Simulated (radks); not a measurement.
Ca, 20 electrons, occupied as [Ar] 3d2 (not the ground configuration). All-electron calculation, scalar-relativistic Kohn-Sham, r2SCAN, spin-polarised, spherical densities, finite nucleus; open shells are filled with parallel spins first; meta-GGA in the generalised Kohn-Sham scheme; Fermi nuclear charge, rms radius 3.4776 fm. Program: a radial shooting solver on a logarithmic mesh with Libxc functionals.

X-ray form factor f0, the Fourier transform of the density (f0(0) = 20):

sin(theta)/lambda (1/angstrom)  f0 (electrons)
0.05                                    19.056
0.1                                     17.593
0.15                                    16.095
0.2                                     14.546
0.25                                    13.047
0.3                                     11.694
0.4                                      9.595
0.5                                      8.245
0.6                                      7.383
0.8                                      6.223
1                                        5.196
1.25                                     3.993
1.5                                      3.029
2                                        1.908
